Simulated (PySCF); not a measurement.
## Orbital levels and atomic charges: 2x2x5 CaO rock-salt block (Ca10O10)

System: 2x2x5 CaO rock-salt block (Ca10O10).

Cartesian coordinates (Å):
```
  1 Ca   -1.0973   -1.0971   -4.3398
  2 O    -1.1189   -1.1196   -2.1929
  3 Ca   -1.1977   -1.1976    0.0005
  4 O    -1.1185   -1.1188    2.1939
  5 Ca   -1.0978   -1.0972    4.3407
  6 O    -1.0754    1.0768   -4.3421
  7 Ca   -1.1829    1.1836   -2.1263
  8 O    -1.1131    1.1115    0.0002
  9 Ca   -1.1835    1.1840    2.1261
 10 O    -1.0764    1.0769    4.3415
 11 O     1.0767   -1.0763   -4.3422
 12 Ca    1.1834   -1.1839   -2.1263
 13 O     1.1121   -1.1113   -0.0001
 14 Ca    1.1834   -1.1835    2.1264
 15 O     1.0760   -1.0764    4.3423
 16 Ca    1.0981    1.0973   -4.3411
 17 O     1.1184    1.1186   -2.1941
 18 Ca    1.1976    1.1971   -0.0003
 19 O     1.1184    1.1187    2.1932
 20 Ca    1.0975    1.0973    4.3404
```

Method: wB97X-D/def2-SVP, gas phase, PySCF, fitting set def2-universal-JFIT up to Ne and JKFIT beyond, grid level 1.

(1) Give the orbital energies near the gap.

(2) Give the partial charges of the non-hydrogen atoms.

## Answers

(1) 
```json
{"orbital": "HOMO-4", "eV": "-6.92"}
{"orbital": "HOMO-3", "eV": "-6.76"}
{"orbital": "HOMO-2", "eV": "-6.75"}
{"orbital": "HOMO-1", "eV": "-6.66"}
{"orbital": "HOMO", "eV": "-6.64"}
{"orbital": "LUMO", "eV": "0.55"}
{"orbital": "LUMO+1", "eV": "0.83"}
{"orbital": "LUMO+2", "eV": "0.83"}
{"orbital": "LUMO+3", "eV": "0.96"}
```

(2) 
```tsv
atom	Mulliken	IAO	Hirshfeld
Ca1	0.85	1.74	0.60
O2	-0.88	-1.72	-0.52
Ca3	0.85	1.72	0.55
O4	-0.88	-1.72	-0.52
Ca5	0.85	1.74	0.60
O6	-0.81	-1.74	-0.60
Ca7	0.87	1.72	0.51
O8	-0.90	-1.73	-0.52
Ca9	0.87	1.72	0.51
O10	-0.81	-1.74	-0.60
O11	-0.81	-1.74	-0.60
Ca12	0.87	1.72	0.51
O13	-0.90	-1.73	-0.52
Ca14	0.87	1.72	0.51
O15	-0.81	-1.74	-0.60
Ca16	0.85	1.74	0.60
O17	-0.88	-1.72	-0.52
Ca18	0.85	1.72	0.55
O19	-0.88	-1.72	-0.52
Ca20	0.85	1.74	0.60
```
